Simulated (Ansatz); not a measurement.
Problem. Predict a relaxed structure of Ge(iPr)2Cl2 (C6H14Cl2Ge), charge 0, singlet, at PBE-D4/def2-SVP (Ansatz).

Solution. 
```xyz
23

Ge    0.3242    0.0553    0.7417
C    -0.3959   -1.6678    0.0883
C    -1.8577   -1.4753   -0.3365
C    -0.2106   -2.7667    1.1387
H     0.2273   -1.8988   -0.8046
H    -1.9699   -0.7156   -1.1377
H    -2.4854   -1.1573    0.5218
H    -2.2800   -2.4276   -0.7221
H    -0.5853   -3.7395    0.7556
H     0.8556   -2.8930    1.4134
H    -0.7719   -2.5285    2.0657
C     0.2439    1.6387   -0.4417
C     0.9475    1.3181   -1.7667
C     0.8134    2.8725    0.2632
H    -0.8451    1.7831   -0.6205
H     0.4914    0.4529   -2.2910
H     2.0208    1.0873   -1.6042
H     0.8948    2.1877   -2.4559
H     0.7304    3.7675   -0.3893
H     0.2776    3.0856    1.2094
H     1.8862    2.7303    0.5078
Cl    2.4364   -0.2477    1.2662
Cl   -0.7475    0.5386    2.5985
```
Point group C2 (tolerance 0.1 Å). This is one stationary point.
